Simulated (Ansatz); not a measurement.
Two structures of BHCl₃F, closed shell, reached by relaxing down either side of one saddle point (PBE0-D4/def2-TZVP). Energies are electronic, without zero-point energy. Ansatz 0.2.0; basis: def2-TZVPP and def2-QZVPP; cores frozen in the correlated methods. Extrapolation: Hartree–Fock as exp(−7.88 √X), correlation as X^−2.97. First:

B1  (-0.712, -0.758, 0.246)
F2  (-1.343, 0.319, -0.166)
Cl3  (-0.275, -1.978, -0.912)
Cl4  (-0.384, -0.949, 1.942)
H5  (0.861, 2.057, -0.709)
Cl6  (1.853, 1.308, -0.401)
(Å)

Second:

B1  (0.454, -0.805, 0.307)
F2  (-1.376, 1.449, -0.575)
Cl3  (-0.055, -1.923, -0.911)
Cl4  (-0.163, -0.902, 1.922)
H5  (-0.512, 1.764, -0.656)
Cl6  (1.651, 0.416, -0.087)
(Å)

(1) Which bonds change from the first to the second?

(2) Give the saddle point's structure and its height above each. (To be estimated.)

The T1 diagnostic stays at or below 0.011.

Results:

(1) BCl₂F ([F][B]([Cl])[Cl]) + HCl → BCl₃ ([Cl][B]([Cl])[Cl]) + HF; bonds formed: B1–Cl6, F2–H5; bonds broken: B1–F2, H5–Cl6.

(2) By the calculation: 1.446 eV above the first and 0.881 eV above the second (CCSD(T) at an estimated basis limit (MP2 extrapolated from triple and quadruple zeta, plus CCSD(T) − MP2 in triple zeta)).
```json
{"atom": "B1", "x (Å)": "-0.0814", "y (Å)": "-0.4040", "z (Å)": "0.1426"}
{"atom": "F2", "x (Å)": "-0.9862", "y (Å)": "0.7576", "z (Å)": "-0.3107"}
{"atom": "Cl3", "x (Å)": "-0.1679", "y (Å)": "-1.7398", "z (Å)": "-0.9985"}
{"atom": "Cl4", "x (Å)": "-0.2768", "y (Å)": "-0.7074", "z (Å)": "1.8641"}
{"atom": "H5", "x (Å)": "0.0228", "y (Å)": "1.2902", "z (Å)": "-0.4644"}
{"atom": "Cl6", "x (Å)": "1.4894", "y (Å)": "0.8034", "z (Å)": "-0.2330"}
```

Labels in which every atom is bracketed show which atoms are joined, not bond orders.

For scale, one of the runs: CCSD(T)/def2-TZVPP, 202 basis functions, launched by `ansatz run in.yaml --threads 4 --pin off --events-out ev --progress --plain --max-ram 9574MiB`. The run took 2.2 min on 4 CPU threads of an Intel Xeon (shared host), with 2.4 GiB of host memory at its peak.
